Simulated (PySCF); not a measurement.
## Shieldings and the share of exact exchange

Molecule: SMILES C=C(C=O)[SiH2]Cl, C₃H₅ClOSi.

Numbering as in the mapped SMILES `[CH2:1]=[C:2]([CH:3]=[O:4])[SiH2:5][Cl:6]`. Hydrogens are named by the atom that carries them. Ha(C1) is cis to C3; Hb(C1) is trans to C3.

GIAO shieldings (ppm, equivalent atoms averaged) in PySCF on the PBE0-D3(BJ)/def2-SVP geometry, basis pcSseg-2, gas phase, non-relativistic:

```csv
functional,exact exchange (%),σ(C1),σ(C2),σ(Si5),σ(Cl6)
BLYP,0,14.1,14.2,333.3,985.6
BP86,0,17.4,19.8,342.4,996.5
PBE,0,16.9,19.4,343.7,996.5
PBE0,25,19.6,25.4,361.3,1012.6
mPW1PW91,25,19.1,24.9,360.1,1011.4
BHandHLYP,50,19.7,26.0,369.1,1016.2
HF,100,27.6,40.3,408.7,1039.0
```

Question: Fit each shielding as a line in the percentage of exact exchange.

Answer: σ(C1) = 16.1 + 0.11 x (rms 1.2 ppm); σ(C2) = 18.1 + 0.22 x (rms 2.2 ppm); σ(Si5) = 340.6 + 0.67 x (rms 4.1 ppm); σ(Cl6) = 995.2 + 0.46 x (rms 4.8 ppm). The functionals also differ in their semilocal parts, which the line can't hold; Hartree–Fock has no correlation at all.

Question: What does the line predict for B3LYP (20 %), and what does the run give?

Answer: σ(C1): 18.3 predicted, 16.1 computed; σ(C2): 22.5 predicted, 18.9 computed; σ(Si5): 354.0 predicted, 347.5 computed; σ(Cl6): 1004.4 predicted, 999.7 computed ppm.
